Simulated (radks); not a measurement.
Spin polarisation of the 4d1 shell in the zirconium ion Zr3+. Start: [Kr] 4d(up 0.5, down 0.5); electrons of 4d are moved from spin down to spin up, other shells keep equal spins. All-electron calculation, scalar-relativistic Kohn-Sham, SCAN, spin-polarised, spherical densities, finite nucleus; meta-GGA in the generalised Kohn-Sham scheme; Fermi nuclear charge, rms radius of each element as measured or else 0.836 A^(1/3) + 0.57 fm. Program: a radial shooting solver on a logarithmic mesh with Libxc functionals.

moment (Bohr magnetons)  E - E(0) (eV)  e(4d up) (eV)  e(4d down) (eV)  4p down minus up (eV)  4s down minus up (eV)  3d down minus up (eV)
0                                0.000        -27.638          -27.638                  0.000                 0.000                  0.000
0.25                            -0.020        -27.803          -27.458                  0.241                  0.203                  0.030
0.5                             -0.092        -27.957          -27.258                  0.484                  0.407                  0.061
0.75                            -0.202        -28.102          -27.024                  0.730                  0.613                  0.091

At moment 0.75 the spin-polarisation energy is -0.202 eV and the 4d exchange splitting 1.078 eV, that is 1.437 eV per Bohr magneton; E = -I m^2/4 would give I = 1.437 eV.
